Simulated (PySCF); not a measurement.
**How methods differ on the ionisation energy of Cs³⁸⁺**

Cs³⁸⁺ [Ne] 3s2 3p5 [3p1/2^2 3p3/2^3, M_J = 3/2] → Cs³⁹⁺ [Ne] 3s2 3p4 [3p1/2^2 3p3/2^2, M_J = 2], as a difference of total energies. Computed with PySCF 2.14 in an uncontracted even-tempered set (19 s from 7.7 bohr⁻², ratio 2.4; 14 p from 10 bohr⁻², ratio 2.4; 4 d from 39 bohr⁻², ratio 2.6; 4 f from 58 bohr⁻², ratio 2.6), with the two-component X2C-1e Hamiltonian. Correlated levels: 1s2 frozen; the 56 highest virtual spinors dropped. "Screened" scales the spin-orbit matrix elements by Boettger's factors to mimic the two-electron term; Breit and QED terms are absent.

```tsv
method	ionisation energy (eV)
GHF (spin-free)	2792.5
GMP2 (spin-free)	2793.6
GHF (screened spin-orbit)	2768.2
GMP2 (screened spin-orbit)	2769.2
```

Breit and QED terms and the two-electron picture change are absent.

The spin-free rows relax to the high-spin LS determinant and lack the spin-orbit shift.

The labels give the starting determinants; with spin-orbit coupling the two ends relaxed to ⟨J²⟩ = 3.75, ⟨L²⟩ = 2.01, ⟨S²⟩ = 0.76 and ⟨J²⟩ = 6.00, ⟨L²⟩ = 3.14, ⟨S²⟩ = 1.45.

For comparison: 2767 ± 4 eV (theoretical estimate listed by NIST; NIST Atomic Spectra Database, ionization energies).
